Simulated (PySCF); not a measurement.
F2H4SSi2, SMILES S([SiH2]F)[SiH2]F. Geometry optimised at TPSSh-D3(BJ)/def2-SVP. One conformer was computed; it need not be the lowest.

**Question.** Give the equilibrium geometry at TPSSh-D3(BJ)/def2-SVP (PySCF confirms it by a frequency run) as Cartesian coordinates in Å. (The exact figures need the calculation; the answer reports its results.)

**Answer.** One answer among several that fit: 
```xyz
9

Si    -1.6193    -0.1827    -0.0254
F     -2.0906     0.5611     1.3428
S      0.0596     0.8288    -0.8913
Si     1.6080    -0.0643     0.2902
F      2.0073    -1.5256    -0.3036
H     -1.2565    -1.5717     0.3347
H     -2.7223    -0.1001    -1.0047
H      1.1456    -0.2700     1.6811
H      2.7873     0.8197     0.1893
```
Charge 0, spin multiplicity 1.
